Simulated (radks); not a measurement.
Results of a calculation; reference values are marked as such.
All-electron atom: K+ in [Ar].

Level of theory: non-relativistic Kohn-Sham, LDA (Slater exchange, Perdew-Wang correlation), spin-unpolarised, spherical densities, point nucleus; hard spherical wall at 6 bohr (a radial shooting solver on a logarithmic mesh with Libxc functionals).

Energy parts (eV):
part                      energy
total                 -16273.293
kinetic                16245.825
electron-nucleus      -38551.097
Hartree                 6890.050
exchange-correlation    -858.071

Orbitals (lengths in bohr, moments of r in powers of bohr; <r^-3> diverges for s and p1/2):
orbital  occ.  eigenvalue (eV)      <r^4>  <r^-3>      <r>
1s          2        -3500.533  0.0002066       -  0.08174
2s          2        -355.5403    0.05872       -   0.3914
2p          6        -286.0104    0.04952   151.8   0.3520
3s          2         -41.0184      5.888       -    1.275
3p          6         -24.9720      10.53   14.50    1.427
4s          0          -4.7306      175.8       -    3.265
3d          0          -3.4853      69.15  0.5916    2.262
4p          0          -0.8270      216.4   3.061    3.448

The highest occupied level is 3p at -24.972 eV. The pressure on the wall is 0.0409 GPa. The electron density at the nucleus is 4515 e/bohr^3.
